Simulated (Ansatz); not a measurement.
Ansatz (an electronic-structure program) input (SVWN5/def2-TZVPD):

Ansatz 0.2 input:
```yaml
crystal:
  periodic: [false, false, false]
  atoms:
    - {symbol: C, position_ang: [0.46427946, -0.48240700, 0.01662363]}
    - {symbol: C, position_ang: [-0.82872389, -0.29631369, 0.06169665]}
    - {symbol: F, position_ang: [-1.71110156, -1.27296619, 0.17958185]}
    - {symbol: F, position_ang: [-1.44309498, 0.87950949, -0.00273059]}
    - {symbol: Cl, position_ang: [1.79849620, 0.48314321, -0.12126959]}
basis:
  gaussian:
    orbitals: def2-TZVPD
hamiltonian:
  xc: {name: SVWN5}
magnetization: {spin_polarized: true, initial_magnetization: 1}
output: {forces: true}
```

Output:

```
Functional definition: SVWN5
integrals: 0.11 GiB planned
1022 factors; their error is unknown
mean field: 1.02 GiB planned
mean field evaluation 1: about -19928.8306 eV, gradient 4.4e1 eV
mean field evaluation 2: about -19898.6322 eV, gradient 8.1e1 eV
mean field evaluation 4: about -19937.2477 eV, gradient 1.1e1 eV
mean field evaluation 8: about -19937.5934 eV, gradient 1.1e-1 eV
mean field evaluation 16: about -19937.5812 eV, gradient 3.3e-3 eV
mean field evaluation 32: about -19936.3408 eV, gradient 1.3e0 eV
mean field -19937.58115089 eV, -732.6925931174 hartree, gradient 2.7e-5 eV, S^2 0.755278; 3 other end points of the search recorded, 0 dependent functions left out
the calculation of the forces begins
reference -19937.58121472 eV, -732.6925954630 hartree; 24, 23 occupied and 176, 177 virtual orbitals, 1022 factors
Total energy: -19937.58121472 eV, -732.6925954630 hartree
Atom 0 at     0.464279    -0.482407     0.016624 Å, force     0.621333     0.423430    -0.062146 eV/Å
Atom 1 at    -0.828724    -0.296314     0.061697 Å, force    -0.465323     0.031337     0.019034 eV/Å
Atom 2 at    -1.711102    -1.272966     0.179582 Å, force     0.272708     0.341089    -0.039532 eV/Å
Atom 3 at    -1.443095     0.879509    -0.002731 Å, force     0.163585    -0.368050     0.021494 eV/Å
Atom 4 at     1.798496     0.483143    -0.121270 Å, force    -0.592304    -0.427806     0.061150 eV/Å
Dipole moment:     0.194021     0.089320    -0.016019 e Å
```

It need not be the lowest isomer of its formula.
